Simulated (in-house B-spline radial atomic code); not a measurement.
Ga2+: [Ar] 3d10 5f1 (an excited or competing configuration)

All numbers are computed (non-relativistic r2SCAN0, spin-polarised, spherical fractional occupations; point nucleus) with an all-electron radial atomic-structure program (B-spline basis), not measured.

Effective charges: Z_r = [3n² - l(l+1)]/(2<r>) from the radius, Z_e = n√(-2ε) from the energy, and Slater's rules. Values are occupation-weighted means over spin.

| shell | electrons | ε (eV) | <r> (bohr) | Z_r | Z_e | Slater |
| --- | --- | --- | --- | --- | --- | --- |
| 1s | 2 | -10198 | 0.04943 | 30.35 | 27.38 | 30.70 |
| 2s | 2 | -1290.1 | 0.2211 | 27.14 | 19.48 | 26.85 |
| 2p | 6 | -1143.9 | 0.1922 | 26.02 | 18.34 | 26.85 |
| 3s | 2 | -184.46 | 0.6617 | 20.40 | 11.05 | 19.75 |
| 3p | 6 | -136.16 | 0.6831 | 18.30 | 9.49 | 19.75 |
| 3d | 10 | -53.375 | 0.7783 | 13.49 | 5.94 | 9.85 |
| 5f | 1 | -3.9828 | 10.59 | 2.97 | 2.71 | 3.00 |

The least bound orbital is 5f up at -3.983 eV, and it is also the most diffuse (<r> = 10.59 bohr).

Caution: exact exchange at fractional occupations of open shells leaves self-interaction of up to several eV.
